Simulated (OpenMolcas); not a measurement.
## Yb V: CASPT2 settings compared

| Property | Result |
| --- | --- |
| Program | OpenMolcas 26.06 |
| Basis | ANO-R3 [9s8p5d5f3g2h] |
| Scalar Hamiltonian | X2C, finite nucleus |
| Active space | 12 electrons in 7 orbitals (4f) |
| State averaging | 2S+1 = 3 even, 21 roots (18 in the spin-orbit step); 2S+1 = 1 even, 28 roots (9 in the spin-orbit step) |
| Spin-orbit coupling | state interaction with AMFI integrals over the reference wave functions, term energies averaged over their components |

Methods on the same reference wave functions:
A. CASSCF
B. SS-CASPT2, IPEA 0.3 Eh, sigma1 regulariser 0.05 Eh (closed shells correlated: 5s 5p)
C. SS-CASPT2, IPEA 0.35 Eh, real shift 0.15 Eh (closed shells correlated: none)
D. XMS-CASPT2, IPEA 0.75 Eh, real shift 0.5 Eh (closed shells correlated: 5s 5p)

Energies in cm⁻¹ above 4f¹² ³H₆, the measured ground level; measured values from the list in Tchang-Brillet, Wyart, Meftah and Ait Mammar, Atoms 6, 52 (2018).

| Level | A | B | C | D | Measured |
| --- | --- | --- | --- | --- | --- |
| 4f¹² ³H₆ | 0.0 | 0.0 | 0.0 | 0.0 | 0.0 |
| 4f¹² ³F₄ [55 %] | 6966 | 5740 | 6120 | 6090 |  |
| 4f¹² ³H₅ | 9367 | 9370 | 9370 | 9370 | 9580 |
| 4f¹² ³H₄ [57 %] | 14872 | 14260 | 14430 | 14410 | 14405 |
| 4f¹² ³F₃ | 17966 | 15990 | 16650 | 16560 | 16372 |
| 4f¹² ³F₂ | 22649 | 20670 | 21330 | 21240 |  |

Deviations, from unrounded energies. A percentage is the sum of absolute deviations over the sum of measured energies, with the sign that they share, or ± where signs differ.

| Against measurement | Levels | A | B | C | D |
| --- | --- | --- | --- | --- | --- |
| mean absolute deviation (cm-1) | 3 | 760 | 250 | 170 | 140 |
| fine structure of the ground term (%) | 2 | ±2.8 | -1.5 | ±1.0 | ±0.9 |
| other terms of the ground configuration (%) | 1 | +9.7 | -2.3 | +1.7 | +1.2 |

D lies closest to measurement on these levels and A furthest from it. The largest miss of D in the table is 4f¹² ³H₅, by -210 cm-1. The ranking rests on the paired levels alone, and a cruder setting can come out closer through cancelling errors.

Among B to D the level of the table that moves most is 4f¹² ³F₃, by 660 cm-1 (lowest in B, highest in C). Moves below CASPT2's spread within the term are not significant.

The mean deviations of B to D differ by less than CASPT2's widest spread within a term (890 cm-1), so their order carries little weight.

The lowest spin-free term lies below A's lowest term by 1.098 hartree in B, 0.552 hartree in C, 1.091 hartree in D.

CASPT2 breaks the degeneracy within a term, and the mean is taken; among the terms shown or strongly mixed into the levels shown the widest spread is 890 cm-1 (4f¹² ³F, D). Some high roots are left out of the spin-orbit mixing, which shifts the levels that they would mix with. Without dynamic correlation excited terms often stand tens of per cent too high (terms of higher spin than the ground term too low), and those without a measured partner can miss by more than the paired ones (holds for A). Computed and measured levels are paired by configuration, term and J; levels that our copy of the source lacks, or whose pairing is in doubt (as where it misses far off the trend of its configuration), stay unpaired and out of the deviations. Levels of configurations outside the active space are missing. Levels that lie high or do not pair safely by name in every column are left out.

A share in square brackets marks a mixed level and gives the weight of the term that names it, the lowest over the columns.
